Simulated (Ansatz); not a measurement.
A structure relaxed at PBE-D4/def2-SVP in Ansatz, charge 0, singlet:

```xyz
6

Al   -1.137   -0.021    1.841
Ga    0.260   -1.939    0.849
Ga   -1.537    0.887   -0.511
Ga    1.961    0.130   -0.856
Ga   -0.167   -1.103   -1.529
Ga    0.620    2.045    0.206
```

**Question.** Give its formula.

**Answer.** the cluster AlGa₅.

**Question.** Summarise the bond lengths by kind (pairs closer than 1.2 times the sum of covalent radii, bridged metal pairs left out).

**Answer.** 5 × Ga–Ga 2.55 to 2.62 Å; 2 × Al–Ga 2.55 to 2.57 Å.

The restricted singlet is unstable towards broken spin symmetry at other levels; at PBE-D4/def2-SVP this wasn't settled. The structure comes from a short search, and lower isomers may exist.
